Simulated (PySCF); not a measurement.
# Pt(OH)₂: from structure and modes to constants

These are results of UPBE0 in PySCF with Pt def2-SVP with ECP60, O def2-SVP, H def2-SVP; scalar-relativistic core potentials, no spin–orbit coupling; density-fitted integrals, not measurements.

The triplet minimum has C2 symmetry. Masses (u): Pt 194.96477, O 15.99492, H 1.00782.

```xyz
5
charge 0 multiplicity 3, angstrom
Pt    0.0000    0.0000   -0.0273
O     1.8513   -0.1406    0.0735
O    -1.8512    0.1408    0.0740
H     2.3162   -0.7053    0.7030
H    -2.3159    0.7065    0.7028
```

Harmonic wavenumbers (cm⁻¹): 160.2 (a, ×1), 228.5 (b, ×1), 339.9 (a, ×1), 606.2 (b, ×1), 614.5 (a, ×1), 712.7 (a, ×1), 725.9 (b, ×1), 3886.3 (b, ×1), 3889.5 (a, ×1).

**Question.** Find the vibrational entropy and heat capacity at 298.15 K.

**Answer.** With u = 1.43878 ω/T, each mode gives S = R[u/(eᵘ−1) − ln(1−e⁻ᵘ)] and C = R u² eᵘ/(eᵘ−1)².
| ω (cm⁻¹) | u | S (J/(mol K)) | C (J/(mol K)) |
| --- | --- | --- | --- |
| 160.2 | 0.773 | 10.66 | 7.91 |
| 228.5 | 1.103 | 7.91 | 7.52 |
| 339.9 | 1.640 | 5.07 | 6.68 |
| 606.2 | 2.926 | 1.84 | 4.26 |
| 614.5 | 2.965 | 1.78 | 4.19 |
| 712.7 | 3.439 | 1.22 | 3.37 |
| 725.9 | 3.503 | 1.16 | 3.27 |
| 3886.3 | 18.754 | 0.00 | 0.00 |
| 3889.5 | 18.770 | 0.00 | 0.00 |
The sums over all modes are S = 29.6 and C = 37.2 J/(mol K); the softest mode gives 36 % of the entropy.

**Question.** Give the standard entropy (298.15 K, 1 bar) by its translational, rotational, vibrational and spin parts, and Cp.

**Answer.** Sackur–Tetrode with M = 228.97 u gives 176.6; rotation with symmetry number 2 gives 85.2; vibration 29.6; spin R ln 3 = 9.1. The total is 300.6 J/(mol K), and Cp = 4 R + 37.2 = 70.5 J/(mol K).

Other isomers or separated fragments may lie lower. Open d and f shells are described by one determinant, and the ground state may have another occupation or spin. No spin–orbit coupling is included, which matters more the heavier the element.
